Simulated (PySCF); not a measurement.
Hf (hafnium, neutral) across methods

[Xe] 4f14 5d2 6s2, high-spin 3F determinant. Calculation: PySCF 2.14, in aug-cc-pVTZ-PP with one added diffuse shell each of s, p, d, f, g type with ECP60MDF (7s7p6d4f3g, 113 functions); a scalar-relativistic core potential.

```tsv
method	E (hartree)	mean ε 6s α (eV)	mean ε 6s β (eV)	mean ε 5d α (eV)	Σ⟨r²⟩ (bohr²)	⟨S²⟩
r2SCAN	-48.4562	-5.368	-4.530	-3.867	59.38	2.015
TPSS	-48.4409	-5.292	-4.405	-3.617	59.15	2.005
CAM-B3LYP	-48.4001	-6.735	-6.085	-5.588	58.69	2.004
UHF	-47.94869	-7.077	-5.829	-7.372	60.97	2.016
PBE	-48.4585	-5.254	-4.482	-3.468	58.97	2.004
PBE0	-48.4269	-5.859	-5.049	-4.519	58.84	2.005
r2SCANh	-48.4412	-5.604	-4.756	-4.244	59.31	2.014
LDA	-48.3067	-5.444	-4.713	-3.405	58.78	2.003
```

Energies and moments cover only the electrons outside the core potential. Spin-orbit coupling, absent here, splits the open shell strongly.
